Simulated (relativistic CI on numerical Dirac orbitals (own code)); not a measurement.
**What each ingredient does to the levels of Hg15+**

Base calculation: Dirac-Coulomb-Breit CI, KLI orbitals optimised for each configuration, model QED (radiative potential, 1s self-energy scaled to tabulated hydrogen-like ionisation energies), unscaled Slater integrals.

Configuration list (outside the closed core [Kr] 4d10): 4f14 5s2 5p3, 4f14 5s 5p4, 4f14 5s2 5p2 5d, 4f13 5s2 5p4, 4f14 5s 5p3 5d, 4f14 5s2 5p2 5f, 4f14 5s2 5p2 5g, 4f14 5s 5p3 5f, 4f14 5s2 5p2 6s, 4f13 5s2 5p3 5d, 4f14 5p5, 4f13 5p6, 4f14 5s2 5p 5d2, 4f14 5s2 5d3, 4f14 5s 5p 5d3, 4f14 5s2 5d2 5f, 4f14 5s2 5d2 5g, 4f14 5s2 5p 5f2, 4f14 5s2 5d 5f2, 4f14 5s 5p 5d 5f2, 4f14 5s2 5f3, 4f14 5s2 5f2 5g. Double excitations out of closed p, d and f shells are left out; levels of such configurations are missing from the list, as are those of other unlisted configurations, and high levels can miss mixing partners. Some configurations lack a partner that the ground configuration has and come out too high, among them 4f13 5s2 5p3 5d, 4f14 5s 5p3 5f, 4f14 5s2 5p2 6s.

Variants: (1) P86 correlation estimate; (2) configuration mixing switched off. Shifts of the energy above 4f14 5s2 5p3 2P°_3/2, in cm⁻¹, for the lowest level and the first level of each name with at least 55 % of one term (blank where a level changes its place among those of its configuration and J or its character, or is not in the variant):

| Level | Base | Δ(1) | Δ(2) |
| --- | --- | --- | --- |
| 4f14 5s2 5p3 2P°_3/2 | 0 | 0 | 0 |
| 4f14 5s2 5p3 2D°_5/2 | 186270 | +15 | +2631 |
| 4f14 5s2 5p3 2P°_1/2 | 212386 | +15 | +3907 |
| 4f14 5s 5p4 4P_5/2 | 500094 | +1043 | +8327 |
| 4f13 5s2 5p4 4G°_11/2 | 532514 | +3503 | -15270 |
| 4f13 5s2 5p4 2D°_3/2 | 535879 | +3501 | -15353 |
| 4f13 5s2 5p4 4D°_1/2 | 568861 | +3501 | -15143 |
| 4f14 5s2 5p2 5d 4D_1/2 | 695288 | +1922 | -4092 |
| 4f13 5s2 5p4 2H°_11/2 | 747880 | +3503 | -15292 |
| 4f13 5s2 5p4 2H°_9/2 | 780904 | +3503 | -15265 |
| 4f13 5s2 5p4 2P°_1/2 | 795261 | +3501 | -15304 |
| 4f14 5s2 5p2 5d 2P_1/2 | 844527 | +1745 | -38660 |

At this charge transitions that keep the count of f electrons are usually good to a few per cent. Levels and lines within the n = 5 or 6 shells can be off by up to 10 % or somewhat more, and those that change n by about 2 %, since core polarisation is missing. Levels that differ in their count of f electrons can be misplaced by several ten thousand cm⁻¹, since the correlation energy of f electrons is missing or only estimated; rates across such gaps can be off by orders of magnitude.

Ionisation energy from one configuration of each of the two ions, the ground ones as tabulated or assumed: base 345.376 eV; P86 correlation estimate 346.881 eV. The NIST ASD value (theoretical) is 357 ± 17 eV.

LS names give the leading component of a level, which can be under half, so a name can repeat, a term be missing and a line seem to break the LS rules.
